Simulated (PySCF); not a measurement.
Correlation energy of Sc(2+) (scandium, charge +2)

[Ar] 3d1, 2D determinant. All numbers are calculated (PySCF 2.14, the spin-free X2C one-electron Hamiltonian (Gaussian nucleus), in ANO-RCC-VTZP (6s5p3d2f1g, 59 functions)). Frozen: [Ne]; 9 electrons correlated.

MP2 pair energies summed by pair of shells (mhartree):

| pair | energy | share (%) |
| --- | --- | --- |
| 3p-3p | -159.61 | 61.6 |
| 3s-3p | -45.57 | 17.6 |
| 3p-3d | -39.02 | 15.1 |
| 3s-3s | -8.60 | 3.3 |
| 3s-3d | -6.43 | 2.5 |

Total MP2 correlation energy: -259.24 mhartree.

Same-spin part -65.74 and opposite-spin part -193.49 mhartree; SCS-MP2 scales them by 1/3 and 6/5 to -254.10 mhartree.
